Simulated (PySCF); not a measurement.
Ionisation energy of Mn by level of theory

Mn [Ar] 3d5 4s2 (6S) → Mn⁺ [Ar] 3d5 4s1 (7S), as a difference of total energies. Calculation: PySCF 2.14, in dyall-av2z (16s12p7d2f, 101 functions); no relativity, point nucleus. Correlated levels: valence: [Ar] frozen; virtual orbitals above 40 to 60 times the deepest correlated orbital energy dropped. The calculations carry no spin-orbit coupling.

```json
{"method": "UHF", "ionisation energy (eV)": "5.975"}
{"method": "LDA", "ionisation energy (eV)": "7.516"}
{"method": "PBE", "ionisation energy (eV)": "7.196"}
{"method": "PBE0", "ionisation energy (eV)": "7.051"}
{"method": "r2SCAN", "ionisation energy (eV)": "6.886"}
{"method": "TPSS", "ionisation energy (eV)": "7.066"}
{"method": "B2PLYP", "ionisation energy (eV)": "7.319"}
{"method": "wB97X-V", "ionisation energy (eV)": "7.266"}
{"method": "wB97M-V", "ionisation energy (eV)": "7.483"}
{"method": "MP2 (valence)", "ionisation energy (eV)": "6.907"}
{"method": "SCS-MP2 (valence)", "ionisation energy (eV)": "7.103"}
```

Question: How much does correlation contribute at MP2 (valence)?

Answer: 6.907 − (5.975) = 0.932 eV, measured against UHF.

These non-relativistic numbers lack the scalar-relativistic shift.

Errors of the correlated levels include the incompleteness of this basis and the frozen core.

MP2 underrates the near-degeneracy of ns² with np² in the lower species.

For comparison: 7.434 eV (measured; NIST Atomic Spectra Database, ionization energies).
